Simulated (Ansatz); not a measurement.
Consider the redistribution: `C[Si](F)([SiH3])Cl` + `OCOB[SeH]` → `OCOB[SiH3]` + `C[Si](F)(Cl)[SeH]`.

Isolated molecules relaxed with PBE0-D4/def2-TZVP in Ansatz; ΔE leaves out vibrations. CCSD(T)/CBS adds triple-zeta CCSD(T) − MP2 to the extrapolated MP2 energy (def2 sets, frozen cores). DFT in def2-TZVPP. B3LYP here is the variant with VWN-RPA as its local correlation; programs differ in this. For Se outer-core shells are correlated without core-valence functions, which leaves a few kJ/mol of doubt a bond. Scalar relativity is left out up to krypton. One conformer a species, not always the lowest.

`C[Si](F)([SiH3])Cl`:

Z-matrix (Å, degrees):
```
C
Si 1 1.850
H 1 1.093 2 110.4
H 1 1.093 2 110.2 3 120.0
H 1 1.092 2 110.5 3 -120.1
F 2 1.601 1 108.3 3 -61.6
Si 2 2.341 1 116.1 3 60.8
Cl 2 2.058 1 108.9 3 -177.4
H 7 1.485 2 109.8 1 -179.7
H 7 1.488 2 110.2 1 -59.0
H 7 1.487 2 108.9 1 60.4
```

`OCOB[SeH]`:

```xyz
10

O    -0.360   -2.192    0.025
C     0.162   -0.919    0.029
O    -0.888    0.028   -0.053
B    -0.721    1.354   -0.180
Se    0.961    2.336   -0.293
H    -0.899   -2.309    0.813
H     0.743   -0.706    0.936
H     0.803   -0.839   -0.853
H    -1.696    2.041   -0.229
H     1.894    1.206   -0.195
```

`OCOB[SiH3]`:

```xyz
12

O    -0.983    1.395   -0.604
C    -1.449    0.092   -0.626
O    -0.474   -0.814   -1.119
B     0.702   -0.991   -0.479
Si    1.270   -0.044    1.229
H    -0.866    1.701   -1.508
H    -1.708   -0.163    0.403
H    -2.320   -0.030   -1.277
H     1.450   -1.758   -1.023
H     0.150    0.452    2.077
H     2.127    1.120    0.865
H     2.100   -0.961    2.061
```

`C[Si](F)(Cl)[SeH]`:

Cartesian coordinates in Å:
```
C -0.180 0.784 -0.898
Si -0.168 -0.707 0.187
F -1.617 -0.860 0.829
Cl 0.202 -2.400 -0.896
Se 1.404 -0.685 1.811
H -0.967 0.690 -1.650
H -0.369 1.682 -0.306
H 0.781 0.894 -1.402
H 0.913 0.602 2.326
```

```tsv
level	ΔE (kJ/mol)	difference from CCSD(T)/CBS
PBE-D4	21.3	6.3
PBE0-D4	19.1	4.1
B3LYP-D4	17.3	2.3
ωB97X-V	14.1	-0.9
ωB97M-V	10.9	-4.1
B2PLYP	18.3	3.3
PBE	23.3	8.3
PBE0	20.7	5.7
B3LYP	20.8	5.8
HF/def2-TZVPP	16.2	1.2
MP2/def2-TZVPP	15.4	0.4
CCSD/def2-TZVPP	16.2	1.2
HF/def2-QZVPP	16.2	1.2
MP2/def2-QZVPP	14.4	-0.6
HF/CBS(def2)	16.2	1.2
CCSD/CBS(def2)	14.5	-0.5
CCSD(T)/CBS	15.0	0
```

Largest T1 diagnostic among the species: 0.014.

The D4 term adds −3.5 kJ/mol with B3LYP and −1.6 kJ/mol with PBE0; it sums over pairs of atoms, weighted by their polarisabilities, and B3LYP, whose exchange is more repulsive, gets the larger term.

CCSD(T)/CBS has its own doubt, a few kJ/mol and more with outer-core shells, so smaller differences from it don't rank the levels.
